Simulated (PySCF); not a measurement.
Species: 2,5-difluoropyridine, C₅H₃F₂N.
SMILES with atom numbers: `[F:1][c:2]1[cH:3][cH:4][c:5]([F:6])[n:7][cH:8]1` (hydrogens: H9 on C3; H10 on C4; H11 on C8)

The same species was optimised twice, with GFN2-xTB and with PBE0-D3(BJ)/def2-SVP (PySCF), and the same property calculations (PySCF, gas phase) were run on both structures.

```json
{"coordinate": "F1–C2 (Å)", "GFN2-xTB": "1.342", "PBE0-D3(BJ)/def2-SVP": "1.328", "change": "-0.014"}
{"coordinate": "C5–F6 (Å)", "GFN2-xTB": "1.336", "PBE0-D3(BJ)/def2-SVP": "1.325", "change": "-0.011"}
{"coordinate": "N7–C8 (Å)", "GFN2-xTB": "1.321", "PBE0-D3(BJ)/def2-SVP": "1.331", "change": "+0.010"}
{"coordinate": "C4–C5 (Å)", "GFN2-xTB": "1.390", "PBE0-D3(BJ)/def2-SVP": "1.396", "change": "+0.006"}
{"coordinate": "C3–C4 (Å)", "GFN2-xTB": "1.383", "PBE0-D3(BJ)/def2-SVP": "1.388", "change": "+0.005"}
{"coordinate": "C5–N7 (Å)", "GFN2-xTB": "1.312", "PBE0-D3(BJ)/def2-SVP": "1.307", "change": "-0.005"}
{"coordinate": "C2–C8 (Å)", "GFN2-xTB": "1.386", "PBE0-D3(BJ)/def2-SVP": "1.390", "change": "+0.004"}
{"coordinate": "C2–C3 (Å)", "GFN2-xTB": "1.388", "PBE0-D3(BJ)/def2-SVP": "1.392", "change": "+0.004"}
{"coordinate": "F6–C5–N7 (°)", "GFN2-xTB": "115.8", "PBE0-D3(BJ)/def2-SVP": "116.7", "change": "+0.9"}
{"coordinate": "C3–C2–C8 (°)", "GFN2-xTB": "120.4", "PBE0-D3(BJ)/def2-SVP": "119.8", "change": "-0.6"}
{"coordinate": "F1–C2–C3 (°)", "GFN2-xTB": "119.8", "PBE0-D3(BJ)/def2-SVP": "120.2", "change": "+0.4"}
{"coordinate": "C4–C5–N7 (°)", "GFN2-xTB": "125.2", "PBE0-D3(BJ)/def2-SVP": "124.7", "change": "-0.5"}
{"coordinate": "C4–C5–F6 (°)", "GFN2-xTB": "119.0", "PBE0-D3(BJ)/def2-SVP": "118.6", "change": "-0.4"}
{"coordinate": "C5–N7–C8 (°)", "GFN2-xTB": "118.1", "PBE0-D3(BJ)/def2-SVP": "118.4", "change": "+0.3"}
{"coordinate": "C3–C4–C5 (°)", "GFN2-xTB": "117.1", "PBE0-D3(BJ)/def2-SVP": "117.3", "change": "+0.2"}
{"coordinate": "C2–C8–N7 (°)", "GFN2-xTB": "121.5", "PBE0-D3(BJ)/def2-SVP": "121.8", "change": "+0.3"}
```

Rotational constants: A = 5878, B = 1483, C = 1184 MHz (GFN2-xTB) against A = 5881, B = 1480, C = 1183 MHz (PBE0-D3(BJ)/def2-SVP). Point groups within 0.08 Å: Cs and Cs.

On the GFN2-xTB structure: HOMO (eV) -7.70 [PBE0/pcSseg-1]; LUMO (eV) -1.45 [PBE0/pcSseg-1]; dipole (D) 2.39 [PBE0/pcSseg-1]; GIAO shielding of F1 (ppm) 309.7 [PBE0/pcSseg-1]; GIAO shielding of C2 (ppm) 20.5 [PBE0/pcSseg-1]; GIAO shielding of C3 (ppm) 53.3 [PBE0/pcSseg-1]; GIAO shielding of C4 (ppm) 71.8 [PBE0/pcSseg-1]; GIAO shielding of C5 (ppm) 17.8 [PBE0/pcSseg-1]; GIAO shielding of F6 (ppm) 244.9 [PBE0/pcSseg-1]; GIAO shielding of N7 (ppm) -55.9 [PBE0/pcSseg-1]; GIAO shielding of C8 (ppm) 44.4 [PBE0/pcSseg-1].

Task: What do these properties become on the PBE0-D3(BJ)/def2-SVP structure?

Result: 
| property | level | on GFN2-xTB | on PBE0-D3(BJ)/def2-SVP | change |
| --- | --- | --- | --- | --- |
| HOMO (eV) | PBE0/pcSseg-1 | -7.70 | -7.65 | +0.05 |
| LUMO (eV) | PBE0/pcSseg-1 | -1.45 | -1.46 | -0.01 |
| dipole (D) | PBE0/pcSseg-1 | 2.39 | 2.40 | +0.01 |
| energy, GFN2-xTB geometry as zero (kcal/mol) | PBE0/pcSseg-1 | 0.0 | -0.1 | -0.1 |
| GIAO shielding of F1 (ppm) | PBE0/pcSseg-1 | 309.7 | 311.6 | +1.9 |
| GIAO shielding of C2 (ppm) | PBE0/pcSseg-1 | 20.5 | 20.4 | -0.1 |
| GIAO shielding of C3 (ppm) | PBE0/pcSseg-1 | 53.3 | 52.0 | -1.3 |
| GIAO shielding of C4 (ppm) | PBE0/pcSseg-1 | 71.8 | 69.8 | -2.0 |
| GIAO shielding of C5 (ppm) | PBE0/pcSseg-1 | 17.8 | 18.9 | +1.1 |
| GIAO shielding of F6 (ppm) | PBE0/pcSseg-1 | 244.9 | 248.1 | +3.2 |
| GIAO shielding of N7 (ppm) | PBE0/pcSseg-1 | -55.9 | -54.4 | +1.5 |
| GIAO shielding of C8 (ppm) | PBE0/pcSseg-1 | 44.4 | 43.2 | -1.2 |

The heavy atoms differ by 0.007 Å rms after alignment. Among bonds between heavy atoms F1–C2 changes most (-0.014 Å). Changes are differences of the printed values. Neither structure is proved a minimum here.
